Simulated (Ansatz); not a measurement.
Geometry optimisation, DFT PBE, scalar-relativistic, plane waves, PAW (Ansatz).

The input (input.yaml):

```yaml
accuracy: low
crystal:
  lattice:
    - [0.0, 5.43, 5.43]
    - [5.43, 0.0, 5.43]
    - [5.43, 5.43, 0.0]
  atoms:
    - { symbol: Si, position: [0.0, 0.0, 0.0] }
    - { symbol: Si, position: [0.125, 0.125, 0.125] }
    - { symbol: Si, position: [0.0, 0.0, 0.5] }
    - { symbol: Si, position: [0.125, 0.125, 0.625] }
    - { symbol: Si, position: [0.0, 0.5, 0.0] }
    - { symbol: Si, position: [0.125, 0.625, 0.125] }
    - { symbol: Si, position: [0.0, 0.5, 0.5] }
    - { symbol: Si, position: [0.125, 0.625, 0.625] }
    - { symbol: Si, position: [0.5, 0.0, 0.0] }
    - { symbol: Si, position: [0.625, 0.125, 0.125] }
    - { symbol: Si, position: [0.5, 0.0, 0.5] }
    - { symbol: Si, position: [0.625, 0.125, 0.625] }
    - { symbol: Si, position: [0.5, 0.5, 0.0] }
    - { symbol: Si, position: [0.625, 0.625, 0.125] }
    - { symbol: Si, position: [0.5, 0.5, 0.5] }
    - { symbol: Si, position: [0.625, 0.625, 0.625] }
    - { symbol: C, position: [0.8149552, 0.3060004, 0.0617022], spin: 1.0 }
magnetization:
  spin_polarized: true
basis:
  ecutwfc: 420.0
kpoints:
  mp_grid: { grid: [2, 2, 2] }
hamiltonian:
  xc: pbe
  pseudopotentials: { kind: paw, azcp: { folder: soft_1 } }
scf:
  occupations: { method: fermi_dirac, width: 0.02 }
  lower_state_search: "off"
relax:
  f_tol: 0.08
  max_steps: 25
  adjacent_minimum: "off"
output:
  write_density: true
  write_potential: true
  elf: true
  volumetric_format: npy
```

Launched with:

```bash
$ ansatz run input.yaml --threads 1 --pin off --max-ram 3072MiB --backend cpu --events-out ev --progress --plain --runs-dir out
```

Where does it end, and by what steps?

It converged. Limits of this set-up: a small cell, in which the defect meets its images, low accuracy level. After 11 steps the energy has fallen by 1.101 eV; C17 moved furthest, 1.03 Å.

```json
{"step": "0", "energy less start (eV)": "0.0000", "largest force component (eV/Å)": "0.520", "accepted": "yes"}
{"step": "1", "energy less start (eV)": "-0.1219", "largest force component (eV/Å)": "0.247", "accepted": "yes"}
{"step": "2", "energy less start (eV)": "-0.1452", "largest force component (eV/Å)": "0.299", "accepted": "yes"}
{"step": "3", "energy less start (eV)": "-0.1830", "largest force component (eV/Å)": "0.469", "accepted": "yes"}
{"step": "4", "energy less start (eV)": "-0.2808", "largest force component (eV/Å)": "0.664", "accepted": "yes"}
{"step": "5", "energy less start (eV)": "-0.5093", "largest force component (eV/Å)": "1.097", "accepted": "yes"}
{"step": "6", "energy less start (eV)": "-0.7475", "largest force component (eV/Å)": "1.050", "accepted": "yes"}
{"step": "7", "energy less start (eV)": "-0.9236", "largest force component (eV/Å)": "1.039", "accepted": "yes"}
{"step": "8", "energy less start (eV)": "-1.0338", "largest force component (eV/Å)": "0.661", "accepted": "yes"}
{"step": "9", "energy less start (eV)": "-1.0650", "largest force component (eV/Å)": "0.603", "accepted": "yes"}
{"step": "10", "energy less start (eV)": "-1.0985", "largest force component (eV/Å)": "0.103", "accepted": "yes"}
{"step": "11", "energy less start (eV)": "-1.1008", "largest force component (eV/Å)": "0.047", "accepted": "yes"}
```

```xyz
17
Lattice="0.0000 5.4300 5.4300 5.4300 0.0000 5.4300 5.4300 5.4300 0.0000" Properties=species:S:1:pos:R:3
Si -0.647 -0.146 0.172
Si 1.577 1.219 1.238
Si 2.765 2.683 -0.099
Si 3.819 3.815 1.616
Si 2.858 -0.044 2.695
Si 4.085 1.370 4.047
Si 5.540 2.680 2.742
Si 6.860 4.110 4.040
Si 0.263 2.702 2.733
Si 1.576 4.196 4.223
Si 2.758 5.527 2.748
Si 4.238 6.820 4.035
Si 2.866 2.727 5.465
Si 4.260 4.015 6.840
Si 5.508 5.421 5.433
Si 6.861 6.815 6.740
C 1.111 5.149 5.720
```

Time of the run: 4.6 min on 1 thread of Arm Neoverse V1, with other jobs on the host, peak memory 0.68 GiB.
